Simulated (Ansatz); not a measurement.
Question: Name a neutral molecule of C, F, Ge, S and H with HOMO–LUMO gap (B3LYP/def2-TZVPP) between 6.25 and 6.55 eV and HOMO–LUMO gap (ωB97M-V/def2-TZVPP) between 11.15 and 11.45 eV (Ansatz, PBE0-D4/def2-TZVP geometry).

Answer: `C[S][Ge]([F])([F])[F]` (6.36 eV, 11.21 eV). Other molecules can fit too; these were computed, each in one conformer that needn't be the lowest.

B3LYP here is the variant with VWN-RPA as its local correlation; programs differ in this.
